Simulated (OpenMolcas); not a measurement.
Lines of Pr3+: computed and rescaled rates

```json
{"Program": "OpenMolcas 26.06", "Method": "SS-CASPT2, IPEA 0.25 Eh, imaginary shift 0.1 Eh (closed shells correlated: 5s 5p)", "Basis": "ANO-R3 [9s7p4d5f3g1h]", "Scalar Hamiltonian": "X2C, finite nucleus", "Active space": "2 electrons in 7 orbitals (4f)", "State averaging": "2S+1 = 3 even, 21 roots; 2S+1 = 1 even, 28 roots", "Spin-orbit coupling": "state interaction with AMFI integrals over the reference wave functions, term energies averaged over their components"}
```

Rates come from the transition moments of the reference wave functions (E1 and E2 in the length form). At fixed line strength A goes as λ^-3 for E1 and M1 and as λ^-5 for E2, so a rate at the computed wavelength can be rescaled to the measured one. Measured vacuum wavelengths follow from level energies in Martin, Zalubas and Hagan, Atomic Energy Levels: The Rare-Earth Elements, NSRDS-NBS 60 (1978). Branching counts decays inside the model space alone, at computed energies, and the table is only a selection of the E2 and M1 lines, drawn from those between levels with measured partners whose computed energy lies within a factor of 1.5 of the measured one.

| Upper | Lower | Type | λ computed (nm) | λ measured (nm) | A computed (s-1) | A rescaled (s-1) | Branching % |
| --- | --- | --- | --- | --- | --- | --- | --- |
| 4f² ³F₃ | 4f² ³F₂ | M1 | 6623 | 7049 | 8.71e-02 | 7.22e-02 | 91.2 |
| 4f² ³H₅ | 4f² ³H₄ | M1 | 4319 | 4647 | 3.19e-01 | 2.56e-01 | 100.0 |
| 4f² ³H₆ | 4f² ³H₅ | M1 | 4154 | 4470 | 3.14e-01 | 2.52e-01 | 100.0 |
| 4f² ¹G₄ [58 %] | 4f² ³F₄ [59 %] | M1 | 3218 | 3261 | 2.59e-01 |  | 26.7 |
| 4f² ¹G₄ [58 %] | 4f² ³F₃ | M1 | 2878 | 2852 | 3.51e-01 |  | 36.2 |
| 4f² ³F₄ [59 %] | 4f² ³H₅ | M1 | 2182 | 2126 | 6.14e-02 |  | 22.9 |
| 4f² ³F₂ | 4f² ³H₄ | E2 | 1991 | 2001 | 9.59e-05 | 9.35e-05 | 100.0 |
| 4f² ³P₁ | 4f² ¹D₂ | M1 | 1614 | 2140 | 2.99e-01 |  | 54.4 |
| 4f² ³F₃ | 4f² ³H₄ | M1 | 1531 | 1559 | 8.37e-03 |  | 8.8 |
| 4f² ³F₄ [59 %] | 4f² ³H₄ | M1 | 1450 | 1459 | 2.06e-01 |  | 76.9 |
| 4f² ³P₂ | 4f² ¹D₂ | M1 | 1346 | 1716 | 8.93e-01 |  | 72.1 |
| 4f² ¹G₄ [58 %] | 4f² ³H₅ | M1 | 1300 | 1287 | 1.97e-01 |  | 20.3 |
| 4f² ¹G₄ [58 %] | 4f² ³H₄ | M1 | 999.3 | 1008 | 1.62e-01 |  | 16.7 |
| 4f² ¹D₂ | 4f² ³F₃ | M1 | 799.2 | 915.8 | 1.37e+00 |  | 57.5 |
| 4f² ¹D₂ | 4f² ³F₂ | M1 | 713.2 | 810.5 | 1.00e+00 |  | 42.0 |
| 4f² ³P₂ | 4f² ¹G₄ [58 %] | E2 | 607.2 | 755.3 | 4.93e-02 |  | 4.0 |
| 4f² ³P₁ | 4f² ³F₃ | E2 | 534.6 | 641.3 | 1.29e-01 | 5.19e-02 | 23.4 |
| 4f² ³P₀ | 4f² ³F₂ | E2 | 513.7 | 610 | 2.44e-01 | 1.03e-01 | 100.0 |
| 4f² ³P₂ | 4f² ³F₄ [59 %] | E2 | 510.8 | 613.3 | 6.85e-02 | 2.75e-02 | 5.5 |
| 4f² ³P₂ | 4f² ³F₃ | M1 | 501.4 | 597.2 | 1.40e-01 |  | 11.3 |
| 4f² ³P₂ | 4f² ³F₃ | E2 | 501.4 | 597.2 | 4.95e-02 | 2.07e-02 | 4.0 |
| 4f² ³P₁ | 4f² ³F₂ | E2 | 494.6 | 587.9 | 9.01e-02 | 3.80e-02 | 16.4 |
| 4f² ³P₁ | 4f² ³F₂ | M1 | 494.6 | 587.9 | 2.46e-02 |  | 4.5 |
| 4f² ¹I₆ | 4f² ³H₆ | M1 | 490.1 | 561.1 | 6.37e-01 |  | 49.5 |
| 4f² ¹I₆ | 4f² ³H₅ | M1 | 438.4 | 498.5 | 6.37e-01 |  | 49.5 |

Spin-changing lines and M1 lines between different terms are not rescaled, since their strength hangs on the term gaps too.

The largest correction is for 4f² ³P₂ → 4f² ³F₄ [59 %] (E2): 6.85e-02 × (510.8 / 613.3)^5 = 2.75e-02 s-1, a factor of 0.40.

The computed rate and branching of 4f² ³F₂ → 4f² ³H₄ give the upper level a radiative lifetime of 1.000 / 9.59e-05 s-1 = 1.04e+04 s, counting decays inside the model space alone. The rescaled rate gives about 1.1e+04 s.

The computed order of these levels differs from the measured one in 1 place, and where term gaps are wrong the rates of spin-changing lines can be off by large factors.

These are rates of the free ion; in crystals, glasses and complexes forced electric-dipole and non-radiative decay shorten such lifetimes by orders of magnitude. No measured rate stands beside these. Rescaling mends the energy factor alone: line strengths can still be far off where a level mixes with configurations outside the active space, and weak or spin-changing lines hang on small mixing coefficients that depend on the term gaps too, so rescaling need not improve them.

Term energies are means over components that CASPT2 splits; among the terms shown or strongly mixed into the levels shown the widest spread is 540 cm-1 (4f² ¹G). Over all roots computed the reference weight is 0.86 to 0.94; the roots of lowest weight are the least certain, and an intruder state may touch them. Measured partners are found by configuration, term and J. A level has none where our copy of the source lacks it or the pairing is in doubt (some pairs that miss far off the trend of their configuration count as doubtful). Levels of configurations outside the active space are missing.

A share in square brackets marks a mixed level and gives the weight of the term that names it.
